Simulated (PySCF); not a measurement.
## Correlation energy of Ge³⁺ (germanium, charge +3)

[Ar] 3d10 4s1, 2S determinant. All numbers are calculated (PySCF 2.14, the non-relativistic Hamiltonian (point nucleus), in def2-QZVPPD). Frozen: [Ne]; 19 electrons correlated.

```
  level  correlation energy (mhartree)
   CCSD                        -559.44
    (T)                          -7.22
CCSD(T)                        -566.66
```

Diagnostics: T1 = 0.0059, D1 = 0.0148, largest double amplitude 0.011.

Cost of the coupled-cluster step: about 2.7 core-minutes, for 19 correlated electrons.

This basis was not built for core-valence correlation, so the inner-shell part is incomplete.
